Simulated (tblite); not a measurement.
Compound: C5H12BNO.
SMILES with atom numbers: `[BH2-:1]1[CH2:2][O:3][CH2:4][N@@H+:5]1[CH:6]1[CH2:7][CH2:8]1` (hydrogens: H9, H10 on B1; H11, H12 on C2; H13, H14 on C4; H15 on N5; H16 on C6; H17, H18 on C7; H19, H20 on C8)

Computed with GFN2-xTB (tblite), gas phase: L-BFGS steps from a force-field or distance-geometry start until the largest atomic force falls under 0.01 eV/Å.

Geometry at step 5:
```
atom  x, y, z in Å
B1     -1.2552   -0.8617   -0.6209
C2     -2.5110   -0.4307    0.3093
O3     -1.9823    0.1499    1.5254
C4     -0.7384    0.6847    1.2721
N5     -0.0559   -0.1755    0.2852
C6      0.9403    0.4959   -0.5022
C7      2.0605   -0.3018   -1.0788
C8      2.3197    0.6470    0.0423
H9     -1.2440   -0.3008   -1.6701
H10    -1.0630   -2.0405   -0.6437
H11    -3.1755    0.2837   -0.1897
H12    -3.1083   -1.2878    0.6206
H13    -0.1782    0.7305    2.2219
H14    -0.7883    1.6939    0.8292
H15     0.3918   -0.9395    0.7751
H16     0.5242    1.2814   -1.1033
H17     2.4356   -0.0449   -2.0514
H18     2.0770   -1.3551   -0.8719
H19     2.8556    1.5510   -0.1678
H20     2.4903    0.2309    1.0158
```

**Question.** What forces act on the atoms?

**Answer.** 
```tsv
atom	Fx (eV/Å)	Fy (eV/Å)	Fz (eV/Å)
B1	0.135	0.022	-0.030
C2	-0.235	-0.112	-0.013
O3	0.128	-0.022	-0.021
C4	-0.091	-0.043	0.070
N5	0.107	-0.148	-0.100
C6	0.007	0.007	-0.090
C7	0.035	-0.159	-0.085
C8	0.043	0.116	0.180
H9	0.023	-0.183	-0.057
H10	0.077	0.169	-0.125
H11	-0.054	0.088	0.202
H12	-0.144	0.123	0.119
H13	-0.130	0.085	-0.138
H14	-0.111	0.052	0.004
H15	-0.018	-0.207	0.084
H16	-0.157	0.244	-0.134
H17	-0.037	0.008	-0.177
H18	0.039	-0.201	0.002
H19	0.167	0.181	0.046
H20	0.217	-0.019	0.264
```

The largest, 0.34 eV/Å, acts on H20; the rms over all components is 0.123 eV/Å. The forces sum to zero within rounding, as they must for an isolated molecule in no field.

**Question.** Give the force on H20 in Eh/bohr and in nN.

**Answer.** 0.342 eV/Å ÷ 51.422 = 0.00666 Eh/bohr, and 0.342 eV/Å × 1.602 = 0.55 nN.

**Question.** How far is this geometry from the end of the optimisation?

**Answer.** 0.102 eV above it, and 0.221 Å rms away after alignment. The bonds farthest from their final lengths, with half the difference of the two atoms' forces along the bond (positive lengthens):

| bond | now (Å) | final (Å) | force along bond (eV/Å) |
| --- | --- | --- | --- |
| B1–C2 | 1.621 | 1.644 | +0.13 |
| C6–C8 | 1.491 | 1.501 | +0.07 |
| C7–C8 | 1.491 | 1.501 | +0.19 |
| C6–H16 | 1.073 | 1.082 | +0.13 |
| C8–H20 | 1.072 | 1.080 | +0.08 |
| O3–C4 | 1.377 | 1.370 | -0.11 |

The angle farthest from its final value is B1–N5–C4, 105.8° against 101.7°.

Of the 3 listed bonds off by 0.010 Å or more, this force points towards the final length in 3.

The cost below is that of the whole relaxation. Time: 0.91 s wall. Hardware: one thread of an Arm Neoverse N1, shared host.
